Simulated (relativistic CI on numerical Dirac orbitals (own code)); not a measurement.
## One change at a time: Mo VI

Base calculation: Dirac-Coulomb-Breit CI, KLI orbitals optimised for each configuration, QED by a radiative potential, valence Slater integrals scaled by 0.85, P86 correlation energy added to each configuration.

Configuration list (outside the closed core [Ar] 3d10): 4s2 4p6 4d, 4s2 4p6 5s, 4s2 4p6 4f, 4s2 4p6 5p, 4s2 4p5 4d2, 4s2 4p6 5d, 4s2 4p6 6s, 4s2 4p6 6p, 4s 4p6 4d2, 4s2 4p5 4d 4f, 4s2 4p6 5f, 4s2 4p6 6d, 4s2 4p6 5g, 4s2 4p6 7s, 4s2 4p6 7p. Double excitations out of closed p, d and f shells are left out; levels of such configurations are missing from the list, as are those of other unlisted configurations, and high levels can miss mixing partners.

Variants: (1) valence Slater integrals scaled by 0.75; (2) Slater integrals left unscaled; (3) Breit term removed; (4) one mean potential for all configurations. Shifts of the energy above 4s2 4p6 4d 2D_3/2, in cm⁻¹, for the lowest level and the first level of each name with at least 55 % of one term (blank where a level changes its place among those of its configuration and J or its character, or is not in the variant):

| Level | Base | Δ(1) | Δ(2) | Δ(3) | Δ(4) | Measured |
| --- | --- | --- | --- | --- | --- | --- |
| 4s2 4p6 4d 2D_3/2 | 0 | 0 | 0 | 0 | 0 | 0 |
| 4s2 4p6 4d 2D_5/2 | 2447 | +1 | -2 | +117 | -36 | 2584 |
| 4s2 4p6 5s 2S_1/2 | 128700 | -782 | +1323 | -129 | -278 | 119727 |
| 4s2 4p6 5p 2P°_1/2 | 190577 | -794 | +1347 | -199 | +78 | 182406 |
| 4s2 4p6 5p 2P°_3/2 | 195263 | -802 | +1359 | -119 | +96 | 187883 |
| 4s2 4p6 4f 2F°_5/2 | 279180 | +1313 | -2001 | +115 | -5532 | 267049 |
| 4s2 4p6 4f 2F°_7/2 | 279682 | +1253 | -1917 | +136 | -5579 | 267458 |
| 4s2 4p6 5d 2D_3/2 | 288890 | -779 | +1321 | -21 | +462 |  |
| 4s2 4p6 5d 2D_5/2 | 289644 | -780 | +1322 | +6 | +463 |  |
| 4s2 4p5 4d2 4D°_1/2 | 292264 | +3390 | -4970 | +405 | -618 |  |
| 4s2 4p5 4d2 4D°_3/2 | 293245 | +3344 | -4911 | +431 | -621 |  |
| 4s2 4p5 4d2 4D°_5/2 | 294884 | +3267 | -4806 | +483 | -626 |  |
| 4s2 4p5 4d2 4D°_7/2 | 297657 | +3167 | -4684 | +570 | -631 |  |
| 4s2 4p5 4d2 4G°_11/2 | 304893 | +2053 | -2924 | +568 | -625 |  |
| 4s2 4p5 4d2 4G°_9/2 | 305754 | +1858 | -2660 | +491 | -623 |  |
| 4s2 4p5 4d2 4P°_5/2 | 306646 | +1827 | -2661 | +484 | -641 |  |
| 4s2 4p5 4d2 4G°_7/2 | 307668 | +1682 | -2428 | +451 | -630 |  |
| 4s2 4p5 4d2 4P°_3/2 | 310213 | +1612 | -2395 | +498 | -643 |  |
| 4s2 4p5 4d2 4P°_1/2 | 313642 | +1562 | -2343 | +549 | -648 |  |
| 4s2 4p5 4d2 2D°_5/2 | 314957 | +949 | -1306 | +537 | -644 |  |
| 4s2 4p5 4d2 4F°_9/2 | 316427 | +926 | -1304 | +593 | -633 |  |
| 4s2 4p6 6s 2S_1/2 | 318845 | -796 | +1349 | -67 | +728 | 313809 |

At this charge configurations can still be misplaced by up to about 7 % of their energy. 12 of the 23 excited levels that our extract of the measured tables holds in this range could be paired (the sources list more); they are missed by 7282 cm⁻¹ on average and 12223 at most, and levels without a partner can miss by more.

Measured levels: Sugar and Musgrove, J. Phys. Chem. Ref. Data 17, 155 (1988).

Ionisation energy from the two ground configurations alone: base 68.98 eV. The NIST ASD value (measured) is 68.827 eV.

LS names give the leading component of a level, which can be under half, so a name can repeat, a term be missing and a line seem to break the LS rules.
